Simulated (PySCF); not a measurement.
Species: cyclo-(H2GeS)3.
Bonds: Ge1–S4, Ge1–S12, S4–Ge5, Ge5–S8, S8–Ge9, Ge9–S12. Hydrogens: H2, H3 on Ge1; H6, H7 on Ge5; H10, H11 on Ge9.

Method: PySCF, PBE0-D3(BJ)/def2-SVP geometry optimisation, gas phase; density fitting, grid level 1; the optimiser is geomeTRIC in internal coordinates, started from a GFN2-xTB structure with every atom displaced at random (about 0.03 Å).

Step 1: E = -202099.1153 eV
```
atom  x, y, z in Å  |  force x, y, z in eV/Å
Ge1     0.1834    1.9216    0.0510   -0.147   0.416  -0.070
H2      0.5529    3.4102   -0.0357    0.141  -0.066  -0.033
H3     -1.2669    1.8025    0.5290   -0.149  -0.177   0.129
S4      1.5733    0.9639    1.4836   -0.063  -0.292   0.027
Ge5     0.5941   -1.0657    1.5438    0.122   0.227   0.320
H6      1.3609   -1.8563    2.6204   -0.029   0.019  -0.136
H7     -0.8943   -0.8913    1.9168    0.044   0.004  -0.101
S8      0.8059   -2.1564   -0.3748    0.002  -0.077  -0.038
Ge9    -0.5356   -0.9119   -1.6485   -0.119  -0.031  -0.133
H10    -0.6114   -1.6204   -3.0085    0.066   0.023   0.019
H11    -1.9305   -0.8035   -1.0024    0.048   0.023   0.087
S12     0.2837    1.1247   -2.0238    0.083  -0.069  -0.070
```

Step 2: E = -202099.1398 eV
```
atom  x, y, z in Å  |  force x, y, z in eV/Å
Ge1     0.1660    1.9376    0.0501   -0.142   0.056  -0.071
H2      0.5748    3.4118   -0.0421    0.057  -0.014  -0.009
H3     -1.2811    1.7721    0.5530    0.001  -0.048   0.021
S4      1.5607    0.9555    1.4755    0.053  -0.020   0.022
Ge5     0.5962   -1.0572    1.5484   -0.043   0.067   0.086
H6      1.3585   -1.8593    2.6120   -0.011   0.003  -0.046
H7     -0.8985   -0.8739    1.8869    0.036  -0.024  -0.036
S8      0.8052   -2.1583   -0.3720   -0.001  -0.052  -0.043
Ge9    -0.5356   -0.9153   -1.6528   -0.032  -0.016   0.059
H10    -0.6064   -1.6229   -3.0100    0.021   0.007  -0.016
H11    -1.9132   -0.7930   -0.9726    0.020   0.007   0.018
S12     0.2889    1.1200   -2.0255    0.040   0.032   0.016
```

Task: Estimate the geometry and energy of step 3. (The exact step hangs on the optimiser's Hessian estimate; all steps are aligned on step 2, rigid shifts and turns removed.)

Result: E = -202099.1434 eV, largest force 0.061 eV/Å
```
atom  x, y, z in Å  |  force x, y, z in eV/Å
Ge1     0.1549    1.9421    0.0474   -0.028  -0.015  -0.052
H2      0.5834    3.4100   -0.0478    0.007   0.002   0.006
H3     -1.2865    1.7573    0.5574   -0.011  -0.004   0.006
S4      1.5572    0.9575    1.4708    0.035   0.013   0.015
Ge5     0.5944   -1.0524    1.5461   -0.020   0.020   0.003
H6      1.3533   -1.8599    2.6041    0.003  -0.004   0.005
H7     -0.9024   -0.8750    1.8667    0.001  -0.010  -0.005
S8      0.8074   -2.1637   -0.3715   -0.001  -0.014  -0.024
Ge9    -0.5333   -0.9147   -1.6448    0.008  -0.024   0.033
H10    -0.6062   -1.6184   -3.0043   -0.004   0.007  -0.006
H11    -1.9019   -0.7845   -0.9493    0.001   0.005   0.000
S12     0.2952    1.1191   -2.0238    0.009   0.026   0.018
```

The energy changes by -0.0037 eV. The first-order estimate −F·Δx gives -0.0058 eV and the mean of the old and new forces, exact on a quadratic surface, -0.0034 eV. The step makes an angle of 61° with the force vector and moves no atom by more than 0.027 Å.

The cost below is that of the whole optimisation. On one thread, AMD EPYC (x86_64) (shared host), this took 4.8 min wall and 1.1 GiB of memory at its peak.
